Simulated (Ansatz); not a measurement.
Geometry optimisation, Ansatz, RKS B3LYP/def2-SVP.

input.yaml

```yaml
crystal:
  periodic: [false, false, false]
  atoms:
    - { symbol: Ge, position_ang: [0.0, 0.0, 0.0] }
    - { symbol: Ge, position_ang: [0.0, 0.0, 2.75] }
    - { symbol: H, position_ang: [-1.3958, -0.4318, 3.2674] }
    - { symbol: H, position_ang: [1.0719, -0.9929, 3.2674] }
    - { symbol: H, position_ang: [0.324, 1.4247, 3.2674] }
    - { symbol: F, position_ang: [1.5842, 0.0, -0.5594] }
    - { symbol: F, position_ang: [-0.7913, 1.3709, -0.5594] }
    - { symbol: H, position_ang: [-0.73, -1.2648, -0.5162] }
    - { symbol: O, position_ang: [-1.9644, 0.0063, 0.6527] }
    - { symbol: H, position_ang: [-2.5113, -0.6223, 0.0819] }
    - { symbol: H, position_ang: [-1.4712, 0.0047, 1.8309] }
basis:
  gaussian: { orbitals: def2-SVP }
hamiltonian:
  xc: b3lyp
relax:
  f_tol: 0.15
  max_steps: 25
  restrain:
    - { distance: [0, 8], at: 1.77, k: 30.0 }
    - { distance: [10, 1], at: 1.55, k: 30.0 }
    - { distance: [0, 1], at: 3.6, k: 30.0 }
    - { distance: [10, 8], at: 2.21, k: 30.0 }
```

Run as:

```bash
$ ansatz run input.yaml --threads 4 --pin off --max-ram 5120MiB --backend cpu --events-out ev --progress --plain --runs-dir out
```

Question: Where does it end, and by what steps?

Answer: It converged. The restraints hold the end off the free minimum; the threshold counts their pulls, which the force column leaves out. Restrained pairs: Ge1–O9 (2.07 → 1.76 Å), Ge2–H11 (1.73 → 1.55 Å), Ge1–Ge2 (2.75 → 3.61 Å), O9–H11 (1.28 → 2.22 Å). After 15 steps the energy has fallen by 3.831 eV (the restraints' own energy left out); F7 moved furthest, 1.57 Å.

| step | energy less start (eV) | largest force component (eV/Å) | accepted |
| --- | --- | --- | --- |
| 0 | 0.0000 | 3.848 | yes |
| 1 | 1.1670 | 3.065 | yes |
| 2 | 1.5522 | 2.797 | yes |
| 3 | 0.1700 | 2.340 | yes |
| 4 | -1.1567 | 1.600 | yes |
| 5 | -2.0694 | 0.988 | yes |
| 6 | -2.6346 | 0.845 | yes |
| 7 | -2.9514 | 0.905 | yes |
| 8 | -3.2319 | 0.860 | yes |
| 9 | -3.4325 | 0.794 | yes |
| 10 | -3.5840 | 0.795 | yes |
| 11 | -3.6973 | 0.806 | yes |
| 12 | -3.7771 | 0.487 | yes |
| 13 | -3.8085 | 0.474 | yes |
| 14 | -3.8208 | 0.593 | yes |
| 15 | -3.8308 | 0.482 | yes |

```xyz
11
Properties=species:S:1:pos:R:3
Ge -0.432 0.100 -0.496
Ge -0.260 -0.258 3.095
H -0.896 -0.771 4.410
H 1.055 -1.021 2.856
H -0.004 1.252 3.196
F 0.821 0.826 0.468
F -0.307 0.958 -1.993
H -0.125 -1.383 -0.716
O -2.022 0.525 0.137
H -2.468 -0.207 0.589
H -1.248 -0.526 1.936
```

Time of the run: 49 s on 4 threads of Arm Neoverse V1, with other jobs on the host, peak memory 0.41 GiB.
